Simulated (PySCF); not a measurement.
# Computed records: B₂ClH₂N, B₂FH₂N, B₂H₅N

Computed with PySCF 2.14.0. Calculation on a computer-drawn molecule: optimised geometry and harmonic frequencies of an isolated molecule of the commonest isotopes, restricted reference for singlets and unrestricted otherwise, frozen core in MP2.

Common to all runs: charge 0; multiplicity 1.

(1) B₂ClH₂N

Start structure:
```xyz
6
B2ClH2N
B     -0.5989     2.1566     1.2733
N     -0.7547     1.6984     0.0471
B     -0.8272     1.3073    -1.1215
Cl    -0.9480     0.6873    -2.7461
H      0.0620     3.0723     1.5657
H     -1.1924     1.6059     2.1522
```

Here we set method HF and basis cc-pV(D+d)Z.

It finds rotational constants 231.3, 2.293, 2.271 GHz; total energy -564.5655 hartree; convergence status largest gradient component 4.269e-05 hartree/bohr.

Drawn bonds:
```csv
atom,other atom,order
1,2,1
2,3,2
3,4,1
1,5,1
1,6,1
```

Optimised structure:
```xyz
6
B2ClH2N
B     -0.6149     2.1557     1.3228
N     -0.7271     1.6863    -0.0001
B     -0.8247     1.2713    -1.1647
Cl    -0.9584     0.7030    -2.7599
H      0.0788     3.1064     1.5650
H     -1.2130     1.6052     2.2076
```

Modes:
```csv
frequency (cm⁻¹),reduced mass (dalton)
134.9,4.679
154.1,3.4
416.9,9.28
442.1,11.18
593.5,8.643
1019,1.363
1110,1.363
1179,2.502
1374,1.577
2155,12.16
2663,1.05
2727,1.129
```

(2) B₂ClH₂N

Start structure:
```xyz
6
B2ClH2N
B     -0.6149     2.1557     1.3228
N     -0.7271     1.6863    -0.0001
B     -0.8247     1.2713    -1.1647
Cl    -0.9584     0.7030    -2.7599
H      0.0788     3.1064     1.5650
H     -1.2130     1.6052     2.2076
```

Settings of this run: method MP2 and basis cc-pV(D+d)Z.

The calculation gives: rotational constants 226.9, 2.252, 2.23 GHz; total energy -565.0197 hartree; convergence status largest gradient component 1.642e-05 hartree/bohr.

Drawn bonds:
```csv
atom,other atom,order
1,2,1
2,3,2
3,4,1
1,5,1
1,6,1
```

Optimised structure:
```xyz
6
B2ClH2N
B     -0.6136     2.1613     1.3383
N     -0.7262     1.6884     0.0073
B     -0.8264     1.2634    -1.1864
Cl    -0.9604     0.6956    -2.7817
H      0.0858     3.1175     1.5722
H     -1.2185     1.6018     2.2210
```

Modes:
```csv
frequency (cm⁻¹),reduced mass (dalton)
124.9,4.715
140.2,3.352
345.7,10.26
394.8,11.41
574.8,8.474
964.4,1.349
1053,1.355
1142,2.303
1316,1.674
2013,12.11
2618,1.051
2700,1.131
```

(3) B₂FH₂N

Start structure:
```xyz
6
B2FH2N
B      0.3230    -0.7165     2.8097
N     -0.9658    -1.2243     2.4927
B     -2.0876    -1.7095     2.2793
F     -3.2988    -2.1946     1.9757
H      0.9127    -0.2890     1.8680
H      0.6460    -0.7712     3.9431
```

Settings of this run: method HF and basis cc-pVDZ.

The calculation gives: rotational constants 231.5, 3.69, 3.632 GHz; total energy -204.5075 hartree; convergence status largest gradient component 3.547e-05 hartree/bohr.

Drawn bonds:
```csv
atom,other atom,order
1,2,1
2,3,2
3,4,1
1,5,1
1,6,1
```

Optimised structure:
```xyz
6
B2FH2N
B      0.2790    -0.7322     2.7929
N     -0.9957    -1.2519     2.5055
B     -2.1186    -1.7120     2.2510
F     -3.2838    -2.1893     1.9876
H      0.9554    -0.2754     1.9105
H      0.6932    -0.7442     3.9211
```

Modes:
```csv
frequency (cm⁻¹),reduced mass (dalton)
140.3,5.015
154,3.545
485.4,11.14
523.3,11.7
799.3,5.927
1023,1.348
1115,1.361
1290,1.476
1429,3.288
2249,12.01
2661,1.051
2722,1.129
```

(4) B₂FH₂N

Start structure:
```xyz
6
B2FH2N
B      0.2790    -0.7322     2.7929
N     -0.9957    -1.2519     2.5055
B     -2.1186    -1.7120     2.2510
F     -3.2838    -2.1893     1.9876
H      0.9554    -0.2754     1.9105
H      0.6932    -0.7442     3.9211
```

Here we set method MP2 and basis cc-pVDZ.

It finds rotational constants 227.3, 3.58, 3.525 GHz; total energy -205.0088 hartree; convergence status largest gradient component 1.573e-05 hartree/bohr.

Drawn bonds:
```csv
atom,other atom,order
1,2,1
2,3,2
3,4,1
1,5,1
1,6,1
```

Optimised structure:
```xyz
6
B2FH2N
B      0.2960    -0.7253     2.7967
N     -0.9855    -1.2482     2.5077
B     -2.1346    -1.7187     2.2475
F     -3.3198    -2.2037     1.9794
H      0.9690    -0.2680     1.9040
H      0.7045    -0.7411     3.9333
```

Modes:
```csv
frequency (cm⁻¹),reduced mass (dalton)
124.7,5.054
127.7,3.547
401,11.77
465.6,11.85
753.4,6.164
971.2,1.335
1060,1.353
1232,1.419
1376,3.526
2112,12.04
2616,1.051
2695,1.131
```

(5) B₂H₅N

Start structure:
```xyz
8
B2H5N
B      0.0887    -2.1353     1.7616
N     -0.0182    -0.9230     1.1053
B      0.3081    -0.6001    -0.2600
H      0.5740    -3.0743     1.2262
H     -0.2711    -2.2055     2.8086
H     -0.5283    -0.1877     1.4732
H      0.8469    -1.3980    -0.9945
H      0.0978     0.5020    -0.6600
```

Here we set method HF and basis cc-pVDZ.

Results for B₂H₅N: rotational constants 50.69, 10.25, 8.529 GHz; total energy -106.7899 hartree; convergence status largest gradient component 3.987e-05 hartree/bohr.

Drawn bonds:
```csv
atom,other atom,order
1,2,1
2,3,1
1,4,1
1,5,1
2,6,1
3,7,1
3,8,1
```

Optimised structure:
```xyz
8
B2H5N
B      0.0917    -2.1327     1.7322
N     -0.0756    -0.8965     1.0561
B      0.3172    -0.5982    -0.2743
H      0.6127    -3.0486     1.1632
H     -0.2918    -2.2416     2.8649
H     -0.5162    -0.1586     1.5709
H      0.8487    -1.4443    -0.9346
H      0.1112     0.4985    -0.7181
```

Modes:
```csv
frequency (cm⁻¹),reduced mass (dalton)
293.7,1.551
394.9,2.016
476.7,1.016
918.6,1.183
952.3,1.093
981.3,1.854
1106,1.339
1114,1.406
1181,1.776
1248,1.352
1363,1.429
1392,1.511
1573,2.004
2668,1.051
2689,1.06
2750,1.13
2762,1.128
3813,1.076
```
